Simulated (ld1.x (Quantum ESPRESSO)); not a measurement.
**nitrogen: one change to a TM potential, before and after**

```
Element                 : N
Generator               : ld1.x (Quantum ESPRESSO) 7.5
Type                    : norm-conserving Troullier–Martins (Kleinman–Bylander form)
Functional              : revPBE
Relativity              : scalar-relativistic
Frozen core             : [He]
Valence charge          : 5
Reference configuration : 2s2 2p1 (charge +2)
Partial waves           : 2s (bound): rc 0.65 bohr; 2p (bound): rc 1.55 bohr; 3d channel at 0.05 Ry: rc 1.45 bohr
Local potential         : the d channel
Core correction         : Bessel-smoothed model core inside 0.45 bohr
```

All-electron outer shells of the reference configuration (revPBE, scalar-relativistic, ld1.x):

| shell | level (eV) | outermost node (bohr) | outermost maximum (bohr) |
| --- | --- | --- | --- |
| 2s | -49.21 | 0.32 | 0.96 |
| 2p | -37.43 | – | 0.86 |

Change: all radii but the core radius scaled by about 1.30 (s 0.84, p 2.02, d 1.90 bohr).

Cutoffs: the cutoffs (Ry, on a coarse ladder) from which the occupation-weighted sum of valence levels, in a spherical-Bessel basis at the reference potential, stays within 10 and 1 mRy of its value at 400 Ry; they do not see the model core or the augmentation charge, which bear on the density cutoff. Errors are all-electron minus pseudo energies relative to the spin-unpolarised reference configuration.

Question: How do hardness, ghosts and transferability respond?

Answer: Of the 7 tests that both files solve, the error grows in 7 and shrinks in 0 by more than 15 % and 0.3 meV (median size 135.1 → 395.1 meV); neither file shows a bound ghost. More of the atom is replaced by a form fitted at one configuration, so other configurations suffer.

| quantity | base | changed |
| --- | --- | --- |
| cutoff, loose | 180 Ry | 60 Ry |
| cutoff, tight | over 300 Ry | 140 Ry |
| loose cutoff by channel (10 mRy a level) | s 160 Ry, p 45 Ry | s 50 Ry, p 35 Ry |
| bound ghosts | none | none |
| error for 2s2 2p3, meV [ΔE -42.32 eV] | +127 | +366 |
| error for 2s2 2p2, meV [ΔE -28.79 eV] | +61 | +167 |
| error for 2s2 2p0, meV [ΔE 46.97 eV] | +170 | +406 |
| error for 2s0 2p5, meV [ΔE -19.12 eV] | +316 | +827 |
| error for 2s2 2p3.3, meV [ΔE -43.92 eV] | +135 | +395 |
| error for 2s2 2p2.5, meV [ΔE -37.25 eV] | +100 | +282 |
| error for 2s1 2p4, meV [ΔE -30.73 eV] | +214 | +599 |
